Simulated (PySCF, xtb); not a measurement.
Be(OH)(NMe2) (C2H7BeNO), SMILES C[N](C)[Be][OH]. One conformer was computed; it need not be the lowest.

Harmonic wavenumbers (cm⁻¹) from xtb with GFN2-xTB at its own minimum, in rising order: 78, 152, 222, 233, 312, 322, 360, 400, 480, 581, 1012, 1058, 1098, 1135, 1185, 1236, 1414, 1416, 1458, 1486, 1493, 1505, 1519, 2843, 2845, 2877, 2888, 3024, 3026, 3884.

Question: What does PySCF with PBE-D3(BJ)/def2-SVP give at its own minimum? (The exact figures need the calculation; the answer reports its results.)

Answer: 116, 151, 242, 259, 305, 340, 354, 456, 519, 603, 986, 1054, 1070, 1128, 1199, 1215, 1380, 1394, 1399, 1406, 1430, 1435, 1570, 2877, 2884, 2921, 2932, 3029, 3029, 3855. Paired by order, the mean absolute difference is 30 cm⁻¹ and the zero-point energies are 59.4 and 59.4 kcal/mol.
